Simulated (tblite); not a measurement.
Species: C₆H₉O₂ (doublet state).
Structure used (GFN2-xTB), in Å, numbered top down from 1:
```xyz
17
C6H9O2 angstrom
C      3.2603    0.6239   -0.3262
C      1.9505    0.2598   -0.4867
C      1.1933   -0.3707    0.4765
C     -0.2298   -0.7509    0.2886
C     -1.1408    0.0453    1.2369
O     -2.4955   -0.4074    1.1618
C     -3.2363    0.0704    0.1788
O     -2.9033    0.8561   -0.6579
H      3.8072    1.1140   -1.1100
H      3.7815    0.4300    0.5948
H      1.4731    0.4769   -1.4346
H      1.6367   -0.5934    1.4363
H     -0.5445   -0.5631   -0.7395
H     -0.3698   -1.8147    0.5102
H     -0.8422   -0.1022    2.2762
H     -1.1019    1.1087    0.9809
H     -4.2454   -0.3707    0.2534
```

Computed values, GFN2-xTB/tblite, gas phase, harmonic and unscaled. Errors from tens to a few hundred cm⁻¹ against measured bands are possible. One conformer, not necessarily the lowest. Open shells enter through the occupations alone, without spin polarisation, and single modes of such species can be off by tens of per cent.

Harmonic wavenumbers (cm⁻¹): 34.5, 49.7, 65.4, 132.4, 226.4, 258.8, 302.1, 356.8, 414.8, 526.1, 543.2, 712.7, 731.5, 773.3, 820.8, 930.9, 937.3, 956.4, 986.8, 1001.7, 1032.6, 1139.0, 1149.4, 1192.3, 1233.7, 1254.1, 1265.1, 1279.8, 1315.4, 1337.7, 1354.3, 1433.6, 1453.1, 1467.3, 1500.1, 1788.1, 2824.4, 2929.1, 2952.8, 2984.4, 2999.3, 3048.8, 3076.0, 3116.0, 3155.7.

A = 5510, B = 829.1, C = 756.8 MHz; mass 113.060 u (most abundant isotopes); point group C1, symmetry number 1; spin multiplicity 2.

Question: What is the zero-point energy?

Answer: ½Σν̃ = 29522 cm⁻¹ = 353.16 kJ/mol.

Question: What is S at 200 K and 1 bar for an ideal gas of classical rigid rotors and harmonic oscillators?

Answer: Translation 159.52, rotation 116.03, vibration 80.60, spin (R ln 2) 5.76: S = 361.9 J/(mol K).

Question: And Cp and H(200 K) − H(0)?

Answer: Cp = 106.43 J/(mol K), of which vibrations give 73.18 (their classical limit is 45 R = 374.2); H(200 K) − H(0) = 14.64 kJ/mol without the zero-point energy, 7.99 from vibrations.

Question: Blend soft modes into free rotors: weight 1/[1 + (100 cm⁻¹/ν̃)⁴] for the oscillator and the rest for a rotor with moment μB/(μ + B), μ = h/(8π²ν), B = 10⁻⁴⁴ kg m². What vibrational entropy results?

Answer: 69.94 J/(mol K) in place of 80.60, which changes −T·S at 200 K by +2.13 kJ/mol.

Question: What must be added to the electronic energy to get the Gibbs energy at 200 K and 1 bar?

Answer: ZPE + [H(200 K) − H(0)] − T·S = 353.16 + 14.64 − 72.38 = 295.42 kJ/mol.

Question: How do the functions run with temperature in this model?

Answer: 
```csv
T (K),S (J/(mol K)),Cp (J/(mol K)),H − H(0) (kJ/mol),G − H(0) (kJ/mol),ln q(vib)
100,300.5,74.6,5.59,-24.46,2.35
300,411.7,142.3,27.04,-96.47,7.22
500,501.2,210.9,62.65,-187.93,11.71
800,616.3,278.0,136.92,-356.11,18.16
1000,681.6,306.8,195.56,-486.04,22.19
```

q(vib) and H(0) count from the zero-point level.

Question: Which modes carry the vibrational entropy at 200 K?

Answer: 34.5 cm⁻¹: 19.92; 49.7 cm⁻¹: 16.91; 65.4 cm⁻¹: 14.66; 132.4 cm⁻¹: 9.03; 226.4 cm⁻¹: 5.12; 258.8 cm⁻¹: 4.25 J/(mol K); the other 39 give 10.71 together.

Hindered rotation and anharmonicity are outside this model. Other conformers, if any are populated, would add a mixing term that is left out. The structure is chiral; the term R ln 2 for an equal mix with its mirror image is left out.
